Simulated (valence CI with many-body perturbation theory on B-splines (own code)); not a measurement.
**Ag6+: calculation against measured levels**

Calculated by relativistic CI+MBPT: five valence electrons over a frozen Dirac-Fock core [Kr], a basis of 7 s, 7 p, 8 d, 6 f, 4 g, 1 h functions for each j, with the one-electron correlation potential Σ1, the two-electron term Σ2, the three-electron term Σ3, Breit, model QED; selected CI, second order for the rest, scaled by the run's own slope (own B-spline code, finite nucleus).

Set against measurement, 33 paired levels are off by 361 cm⁻¹ on average, the worst by 1025. These come from a selection out of Gamrath, thesis, University of Mons (2023). Levels without a partner in it may be off by more, other configurations by 1,000 to 8,000 cm⁻¹. Among the levels kept, up to 1400 cm⁻¹ of a level comes from second order outside the variational space, and about a tenth of that is noise between levels of different J, which matters for small intervals. The list stops below the first excitations out of the core.

Measured levels: measured levels as listed in Gamrath, thesis, University of Mons (2023). Pairs share parity and J, and are chosen by configuration, term and nearness in energy; levels without a clear partner are left out. Energies in cm⁻¹ above the measured ground level.

Names give the largest LS component (configuration and term), which can be under half, so a name can repeat, a term be missing and a line seem to break the LS rules; names also repeat where a configuration has a term twice. Letters in brackets count levels of one name in rising energy.

```
Computed label  Label in the source  Measured  Computed  Difference
    4d⁵ ⁶S_5/2               4d5 6S         0       0.0           0
    4d⁵ ⁴G_5/2               4d5 4G     29390   29158.0        -232
    4d⁵ ⁴G_7/2               4d5 4G     30378   30067.7        -310
   4d⁵ ⁴G_11/2               4d5 4G     30662   30353.0        -309
    4d⁵ ⁴G_9/2               4d5 4G     30907   30569.9        -337
    4d⁵ ⁴P_5/2                  4d5     32005   32410.2        +405
    4d⁵ ⁴P_3/2               4d5 4P     32994   33446.1        +452
    4d⁵ ⁴P_1/2               4d5 4P     34605   35080.0        +475
    4d⁵ ⁴D_7/2               4d5 4D     36485   36711.7        +227
    4d⁵ ⁴D_1/2               4d5 4D     38685   39002.0        +317
    4d⁵ ⁴D_5/2               4d5 4D     39299   39626.6        +328
    4d⁵ ⁴D_3/2               4d5 4D     39788   40119.2        +331
   4d⁵ ²I_11/2               4d5 2I     44011   43061.9        -949
   4d⁵ ²I_13/2               4d5 2I     45546   44521.4       -1025
4d⁵ ²D_5/2 [a]                  4d5     47119   47528.9        +410
4d⁵ ²D_3/2 [a]                  4d5     48086   48467.0        +381
    4d⁵ ⁴F_7/2                  4d5     48712   48995.7        +284
    4d⁵ ⁴F_9/2               4d5 4F     49104   49167.4         +63
    4d⁵ ⁴F_5/2               4d5 4F     51049   51207.4        +158
4d⁵ ²F_7/2 [a]               4d5 2F     53353   53496.2        +143
    4d⁵ ⁴F_3/2               4d5 4F     53796   54066.8        +271
    4d⁵ ²H_9/2               4d5 2H     53797   53616.8        -180
4d⁵ ²G_7/2 [a]               4d5 2G     55773   55836.4         +63
4d⁵ ²F_5/2 [a]                  4d5     57413   57594.2        +181
   4d⁵ ²H_11/2               4d5 2H     57962   57462.6        -499
4d⁵ ²G_9/2 [a]                  4d5     59223   58997.6        -225
4d⁵ ²F_7/2 [b]               4d5 2F     59792   59942.4        +150
4d⁵ ²F_5/2 [b]                  4d5     59954   60407.4        +453
4d⁵ ²D_3/2 [b]                  4d5     71517   72173.2        +656
4d⁵ ²D_5/2 [b]               4d5 2D     72934   73489.4        +555
4d⁵ ²G_9/2 [b]               4d5 2G     79131   79172.1         +41
4d⁵ ²G_7/2 [b]               4d5 2G     79705   79683.7         -21
4d⁵ ²D_5/2 [c]               4d5 2D    103996  104763.2        +767
4d⁵ ²D_3/2 [c]                  4d5    104821  105543.1        +722
```

Over 33 excited levels the mean absolute difference is 361 cm⁻¹, the median 317 and the largest 1025. The comparison draws on a selection of the measured levels: 34 of the 101 computed ones have a partner in it, and others may be off by more.
